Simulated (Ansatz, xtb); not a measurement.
## Two isomers of C4H5N3O2

We compare a, `COC(=O)c1nc[nH]n1`, a singlet, with b, `Cn1ncnc1OC=O`, a singlet. Both are isolated molecules in the gas phase, relaxed with B3LYP/def2-SVP; the shapes shown needn't be the lowest conformers.

a (Å):

```xyz
14

C     0.3247   -4.5937   -0.5929
C     1.0525   -2.4078   -0.1507
C     0.6878   -1.1056    0.4800
C     0.8553    0.8867    1.1105
N     1.5345   -0.0360    0.4694
N    -0.3496    0.3849    1.4880
N    -0.4722   -0.8869    1.0929
O     0.0696   -3.3126   -0.0207
O     2.1001   -2.6179   -0.7069
H     0.4949   -4.5125   -1.6776
H    -0.5665   -5.2006   -0.3918
H     1.2136   -5.0572   -0.1381
H     1.1742    1.9064    1.3255
H    -1.1036    0.8360    1.9962
```

b (Å):

| atom | x (Å) | y (Å) | z (Å) |
| --- | --- | --- | --- |
| C | 0.9658 | -2.9887 | 1.4868 |
| C | -0.3866 | -2.7046 | -1.7148 |
| C | 0.6108 | -1.3923 | -0.4546 |
| C | 0.6949 | 0.3492 | 1.1241 |
| N | 0.5342 | -2.5954 | 0.1610 |
| N | -0.1231 | -3.4502 | -0.6544 |
| N | 0.0521 | -1.4186 | -1.6378 |
| O | 1.2673 | -0.3204 | 0.0799 |
| O | -0.3026 | 0.0215 | 1.6889 |
| H | 1.1503 | -4.0698 | 1.4751 |
| H | 0.1954 | -2.7488 | 2.2353 |
| H | 1.8952 | -2.4609 | 1.7425 |
| H | -0.9125 | -3.1051 | -2.5810 |
| H | 1.3257 | 1.2302 | 1.3551 |

Quicker runs give these differences E(b) − E(a): GFN2-xTB −34.7 kJ/mol; HF/STO-3G +11.5 kJ/mol (at GFN2-xTB geometries); r2SCAN-D4/def2-SVP +27.7 kJ/mol (at GFN2-xTB geometries).

Q: Estimate which is lower in electronic energy at CCSD(T)/def2-SVP + ΔMP2/def2-TZVPP, and by roughly how much.

A: The CCSD(T)/def2-SVP + ΔMP2/def2-TZVPP calculation puts structure a lower, by 21.6 kJ/mol.

The same difference at several levels:

| level | geometry | E(b) − E(a) (kJ/mol) | departure from the last row (kJ/mol) | job, with rough time for the two |
| --- | --- | --- | --- | --- |
| GFN2-xTB | GFN2-xTB | −34.7 | −56.3 | optimisation, 0.17 s |
| HF/STO-3G | GFN2-xTB | +11.5 | −10.1 | single point, 0.46 s |
| r2SCAN-D4/def2-SVP | GFN2-xTB | +27.7 | +6.2 | single point, 4.4 s |
| B3LYP/def2-SVP | B3LYP/def2-SVP | +24.0 | +2.4 | optimisation, 70 s |
| HF/def2-SVP | B3LYP/def2-SVP | +20.5 | −1.1 | part of the CCSD(T) run |
| MP2/def2-SVP | B3LYP/def2-SVP | +20.3 | −1.3 | part of the CCSD(T) run |
| CCSD(T)/def2-SVP | B3LYP/def2-SVP | +17.6 | −4.0 | single point |
| CCSD(T)/def2-SVP + ΔMP2/def2-TZVPP | B3LYP/def2-SVP | +21.6 |  | single point, 2.3 min |

As drawn, b has 1 C–N, 1 C–H in place of 1 C–C, 1 N–H.

GFN2-xTB puts the two in the other order. The largest departure from CCSD(T)/def2-SVP + ΔMP2/def2-TZVPP is that of GFN2-xTB, 56.3 kJ/mol. The last row adds to CCSD(T) the change of the MP2 difference between the two basis sets, here +4.0 kJ/mol.

With thermal terms from frequencies at re-optimised GFN2-xTB minima (ideal gas, soft modes damped towards free rotors, one conformer each, 298.15 K, 1 atm): the zero-point term adds +0.4 kJ/mol; ΔH is +21.0 and ΔG +24.6 kJ/mol.

The correlated steps freeze 9 core orbitals. Programs: Ansatz 0.2.0, xtb 6.7.1; the last row on 4 threads of Arm Neoverse V1 on a shared host.
